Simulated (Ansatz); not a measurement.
Two members of one family (Ge21H32 nanocrystal and its variants) that differ in charge, which shifts all levels, computed with Ansatz in the gas phase. Levels of anions in sets without diffuse functions are rough. A dash marks a value that wasn't run or was left out as unsound. The structures are stationary points that may keep the symmetry of their start. Remarks come from the PBE and PBE0 runs and from stability tests at other levels; not every state was tested. HOMO above LUMO (over both spins in singlets and doublets, within one spin in higher multiplets; at PBE or PBE0), or a gap under 0.15 eV within one spin, warns that the state may not be the lowest or that an electron is smeared out.

First: AlGe19PH32, disc, Al and P 4.0 Å apart at the start (singlet, charge 0, PBE-D4/def2-SVP geometry).

```xyz
53

P     0.3632    4.3215   -0.8576
Ge   -2.7941    2.6366    0.8317
Ge   -3.5740    0.4746   -2.2292
Ge    1.2968    2.6439    2.6039
Al    0.3237    0.3877   -0.7485
Ge    4.0676    0.4868    1.0824
Ge    1.1593   -1.2349    2.9691
Ge   -2.9555   -1.2424    1.1843
Ge   -3.5919   -3.5956   -1.8724
Ge    0.1237   -3.5275   -0.2728
Ge    3.8306   -3.5836    1.3474
Ge    1.6505    4.5581    1.1143
Ge   -1.9549    4.5526   -0.4465
Ge    0.9255    2.3798   -2.1477
Ge   -2.1116    0.5515   -0.2604
Ge   -3.4187   -1.6773   -3.3848
Ge    1.6308    0.5583    1.3630
Ge    0.8091   -1.7816   -1.8566
Ge    4.8128   -1.6644    0.1857
Ge    1.4277   -3.3717    1.7995
Ge   -2.2802   -3.3778    0.1910
H     0.6853    5.4994   -1.6061
H    -4.3337    2.8819    0.8548
H    -2.2636    2.8458    2.2790
H    -3.1991    1.6202   -3.2219
H    -5.0532    0.7161   -1.7993
H    -0.1232    2.8507    3.2067
H     2.3326    2.8935    3.7424
H     4.5317    1.6318    0.1274
H     4.7645    0.7354    2.4552
H    -0.2694   -1.0821    3.5674
H     2.1731   -1.1783    4.1540
H    -4.5132   -1.1902    1.2556
H    -2.4148   -1.0865    2.6353
H    -5.0923   -3.7520   -1.4808
H    -3.1815   -4.8829   -2.6477
H     0.3717   -4.9648   -0.8383
H     4.5706   -3.7368    2.7114
H     4.1195   -4.8718    0.5195
H     1.2298    5.9684    1.6232
H     3.0874    4.6529    0.5299
H    -2.0418    5.9629    0.2082
H    -2.5120    4.6456   -1.8944
H     0.1318    2.7663   -3.4387
H     2.4100    2.7700   -2.4522
H    -4.5602   -1.7721   -4.4436
H    -2.0685   -1.7354   -4.1524
H     2.3088   -2.0556   -2.1842
H     0.0263   -2.0605   -3.1768
H     4.4535   -1.7260   -1.3250
H     6.3656   -1.7542    0.2982
H     1.0249   -4.5394    2.7573
H    -2.7009   -4.5470    1.1401
```

```
              level  HOMO (eV)  LUMO (eV)  gap (eV)  vertical IE (eV)
    PBE-D4/def2-SVP      -5.76      -2.27      3.49                 –
   PBE-D4/def2-TZVP      -5.80      -2.34      3.47              7.29
r2SCAN-D4/def2-TZVP      -6.01      -2.18      3.83                 –
   PBE0-D4/def2-SVP      -6.67      -1.58      5.09                 –
  PBE0-D4/def2-TZVP      -6.68      -1.64      5.04              7.67
```

Remarks: gap within one spin near zero at PBE or PBE0 (+1 doublet).

Second: AlGe20H32⁻, disc, Al on a surface site (singlet, charge -1, PBE-D4/def2-SVP geometry).

```xyz
53

Ge   -3.270   -2.229    2.207
Ge   -3.806    0.045   -1.103
Ge   -2.484    3.113    0.859
Ge   -1.305   -3.623   -1.084
Ge   -0.215   -0.093    0.688
Ge    1.990   -3.437    0.897
Ge    1.826   -1.496   -2.530
Ge   -0.729    2.210   -2.680
Ge    0.504    5.447   -0.737
Ge    2.823    2.107   -0.780
Ge    5.187   -1.296   -0.598
Ge   -2.567   -4.197    0.935
Ge   -4.850   -0.889    0.906
Ge   -1.299   -0.877    2.742
Ge   -1.752    1.302   -0.629
Ge   -0.775    4.822    1.268
Ge    0.525   -2.087   -0.539
Ge    1.804    1.184    1.255
Ge    4.225   -2.517    1.297
Ge    3.613    0.063   -1.905
Al    1.329    3.569   -2.189
H    -3.974   -2.734    3.511
H    -4.853    0.992   -1.773
H    -3.571   -1.127   -2.104
H    -3.016    2.509    2.200
H    -3.723    3.785    0.180
H    -2.271   -3.028   -2.148
H    -0.713   -4.938   -1.686
H     1.300   -3.708    2.271
H     2.172   -4.834    0.222
H     0.883   -0.909   -3.619
H     2.433   -2.816   -3.109
H    -1.945    3.010   -3.278
H    -0.634    0.954   -3.615
H    -0.490    6.422   -1.464
H     1.590    6.423   -0.155
H     4.179    2.714   -0.262
H     5.862   -2.369   -1.515
H     6.354   -0.419   -0.040
H    -3.809   -5.076    0.577
H    -1.648   -5.080    1.836
H    -6.098   -1.765    0.562
H    -5.361    0.272    1.814
H    -1.739    0.332    3.623
H    -0.313   -1.731    3.599
H    -1.515    6.043    1.913
H     0.157    4.265    2.390
H     2.746    0.226    2.058
H     1.374    2.300    2.257
H     4.184   -1.599    2.553
H     5.170   -3.711    1.657
H     4.386    0.401   -3.226
H     2.110    4.072   -3.513
```

**Question.** Estimate how these quantities change from the first to the second (second minus first).

**Answer.** 
```
              level  Δ HOMO (eV)  Δ LUMO (eV)  Δ gap (eV)  Δ vertical IE (eV)
    PBE-D4/def2-SVP         2.76         2.91        0.15                   –
   PBE-D4/def2-TZVP         2.73         2.84        0.11               -2.68
r2SCAN-D4/def2-TZVP         2.73         2.83        0.10                   –
   PBE0-D4/def2-SVP         2.76         2.89        0.13                   –
  PBE0-D4/def2-TZVP         2.74         2.83        0.09               -2.70
```

Remarks: gap within one spin near zero at PBE or PBE0 (neutral doublet).
